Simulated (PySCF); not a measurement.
CaAs: frontier orbitals

M06 at R = 2.868 Å; Ca pcseg-1, As pcseg-1; no relativity (PySCF 2.14). State: ⁴Σ⁻ (quartet), unpaired electrons σ ↑, π ↑↑. Only the outer orbitals are listed, counted within each symmetry.

```tsv
spin	orbital	occ.	ε (eV)	on Ca (%)	main shells (%)
α	5π	1	-30.06	100	100 Ca p
α	5π	1	-30.06	100	100 Ca p
α	11σ	1	-29.93	100	100 Ca p
α	12σ	1	-15.54	1	98 As s
α	13σ	1	-6.52	18	80 As p, 14 Ca s
α	6π	1	-6.27	6	94 As p
α	6π	1	-6.27	6	94 As p
α	14σ	1	-3.98	94	76 Ca s, 11 Ca p
α	15σ	0	-0.62	102	54 Ca d, 48 Ca p
α	7π	0	-0.61	100	77 Ca p, 22 Ca d
α	7π	0	-0.61	100	77 Ca p, 22 Ca d
β	5π	1	-29.95	100	100 Ca p
β	5π	1	-29.95	100	100 Ca p
β	11σ	1	-29.86	100	100 Ca p
β	12σ	1	-13.59	3	96 As s
β	13σ	1	-5.40	41	57 As p, 39 Ca s
β	6π	0	-3.06	18	81 As p, 12 Ca p
β	6π	0	-3.06	18	81 As p, 12 Ca p
β	14σ	0	-2.92	78	47 Ca s, 22 Ca p, 22 As p
```

Problem. Which are the highest filled and the lowest empty level, where do they sit, and how wide is the gap?

Solution. Highest filled α 14σ at -3.98 eV (in %: 76 Ca s, 11 Ca p); lowest empty β 6π at -3.06 eV (in %: 81 As p, 12 Ca p); the gap at M06 is 0.92 eV.

The bond order (Mayer) is 0.97, the ⟨S²⟩ is 3.756 and the charge on Ca (Mulliken, basis-dependent) is 0.31. The charge on Ca (Löwdin, basis-dependent) is 0.11 and the dipole moment (positive dipole means Ca(−)As(+)) is -2.34 D.

Shares are Mulliken populations and can fall outside 0 to 100 %.

Spin–orbit coupling is left out. The state was picked by a PBE0 search and need not be the measured ground state.
